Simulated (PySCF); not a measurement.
Telling isomers of C4H7F3O3 apart by NMR

PySCF 2.14.0 with density-fitted response routines calculation with σ from GIAO-PBE0/pcSseg-1 and structure optimised with GFN2-xTB; one conformer, isolated molecule, one averaged value for each set of equivalent atoms, relativity neglected.

References, each an isolated molecule treated in the same way: 1H and 13C against TMS. Splittings of carbon signals by F and P are missing where no couplings were computed. Where no couplings were computed, multiplicities follow the n + 1 count of equivalent neighbours, and m marks all less simple cases (inequivalent or close neighbours, rings, F or P nearby). Shifts are as computed. Against solution values, carbons near 30 ppm lie about +3 ppm off and those near 130 ppm about +5 ppm. Of 1211 compounds with measured shifts, 218 miss one by over three times the rms of a fit or turn the order of signals round; such compounds aren't used in these exercises.

(1) Tabulate the signals of `COC(OC)OC(F)(F)F`, `COC(F)(OC)OC(F)F` and their relative energies.

(2) What is the quickest way to tell COC(OC)OC(F)(F)F from COC(F)(OC)OC(F)F?

Results:

(1) 
| SMILES | carbon types | δC | δH | E rel. (kcal/mol) |
| --- | --- | --- | --- | --- |
| COC(OC)OC(F)(F)F | 1×C 1×CH 2×CH3 | 129.2, 119.4, 54.5 | 5.98 (s, 1H), 3.75 (s, 6H) | 1.0 |
| COC(F)(OC)OC(F)F | 1×C 1×CH 2×CH3 | 130.1, 121.3, 55.6 | 6.75 (m, 1H), 3.90 (s, 6H) | 0.0 |

Energies are electronic energies at PBE0/pcSseg-1 on these geometries, without zero-point or thermal terms, each for the one conformer computed, which needn't be the lowest.

(2) Both give the same number of carbon signals, with the same numbers of each carbon type, so the positions decide. The first has an sp3 carbon bearing two oxygens (CH) at 119.4 ppm, the second an sp3 CH bonded to 2 F and O at 121.3 ppm. Their most deshielded carbons lie at 129.2 and 130.1 ppm. In the proton spectra the most deshielded non-exchanging signals are 5.98 (s, 1H) and 6.75 (m, 1H).
